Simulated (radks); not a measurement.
Task: Radial electron density D(r) = 4 pi r^2 rho(r) of an atom or ion with 37 electrons. Calculated with a radial shooting solver on a logarithmic mesh with Libxc functionals: scalar-relativistic Kohn-Sham, r2SCAN, spin-polarised, spherical densities, finite nucleus; meta-GGA in the generalised Kohn-Sham scheme; Fermi nuclear charge, rms radius of each element as measured or else 0.836 A^(1/3) + 0.57 fm.

```
   r/bohr * D(r) (the largest magnitude, 62, reaches the edge; | marks zero)
 0.001831 | *
 0.002384 |  *
 0.003104 |    *
 0.004074 |       *
 0.005305 |          *
 0.006908 |                *
 0.008995 |                      *
  0.01181 |                              *
  0.01537 |                                      *
  0.02002 |                                           *
  0.02607 |                                             *
  0.03394 |                                          *
  0.04455 |                                      *
  0.05801 |                                      *
  0.07554 |                                             *
  0.09836 |                                                      *
   0.1291 |                                                      *
   0.1681 |                                          *
   0.2189 |                                 *
    0.285 |                                      *
   0.3741 |                                         *
   0.4872 |                              *
   0.6344 |               *
    0.826 |        *
    1.084 |        *
    1.412 |     *
    1.838 | *
    2.394 |*
    3.142 *
    4.091 *
    5.327 *
```

What is the nuclear charge?

Result: Z = 41. The innermost maximum, from 1s, lies near gamma/Z bohr with gamma = sqrt(1 - (Z/c)^2) = 0.954, here 0.0233 bohr (found: 0.0254), and its height grows with Z. The density is that of the niobium ion Nb4+ in [Kr] 4d1; the configuration itself is not fixed sharply by these data, and Z only to a few units. D(r) has 3 maxima, at r = 0.0254, 0.112, 0.354 bohr, and minima at 0.0510, 0.228 bohr, inside which lie 2.03, 11.10 electrons.
